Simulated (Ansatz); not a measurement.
A search over several starts for the lowest SCF solution of Cd₂O₃H₂⁺ at the given spin, in a small basis.

```yaml
crystal:
  periodic: [false, false, false]
  atoms:
    - {symbol: Cd, position_ang: [-1.591022, 0.512634, -0.530417]}
    - {symbol: Cd, position_ang: [1.215372, -1.268856, -0.078860]}
    - {symbol: O, position_ang: [-0.664111, -1.208516, -0.621282]}
    - {symbol: O, position_ang: [3.133442, -1.444709, 0.307902]}
    - {symbol: O, position_ang: [-2.590393, 2.202187, -0.610902]}
    - {symbol: H, position_ang: [-2.802478, 2.507829, 0.282842]}
    - {symbol: H, position_ang: [3.299200, -1.300560, 1.250727]}
basis:
  gaussian: {orbitals: def2-SVP}
total_charge: 1
magnetization: {spin_polarized: true, initial_magnetization: 1}
hamiltonian: {xc: pbe0, dispersion: d4}
output: {orbitals: {seedname: orbitals}}
```

```sh
$ ansatz run in.yaml --threads 4 --pin off --events-out ev --progress --plain --max-ram 3916MiB
```

Shortened log:

```
Functional definition: PBE0
1144 factors; integrals over basis functions are off by at most 1.0e-3 eV
mean field evaluation 1: about -15243.8859 eV, gradient 9.4e1 eV
mean field evaluation 2: about -15024.0180 eV, gradient 2.1e2 eV
mean field evaluation 4: about -15256.8021 eV, gradient 7.4e1 eV
mean field evaluation 8: about -15280.1944 eV, gradient 2.7e0 eV
mean field evaluation 16: about -15280.5708 eV, gradient 3.7e-1 eV
mean field evaluation 32: about -15280.5775 eV, gradient 1.7e-5 eV
mean field evaluation 64: about -15280.4021 eV, gradient 3.3e0 eV
mean field -15280.57747241 eV, -561.5508645636 hartree, gradient 6.7e-6 eV, S^2 0.772052; 6 other end points of the search recorded, 0 dependent functions left out
reference -15280.57751248 eV, -561.5508660361 hartree; 33, 32 occupied and 81, 82 virtual orbitals, 1144 factors
Total energy: -15280.68872215 eV, -561.5549529161 hartree
```

Hardware: 4 threads of Arm Neoverse V1 on a shared host. Wall time 9 s.

In the def2 sets Cd takes a core potential; there is no spin–orbit coupling. The structure comes from a short search, and lower isomers may exist.
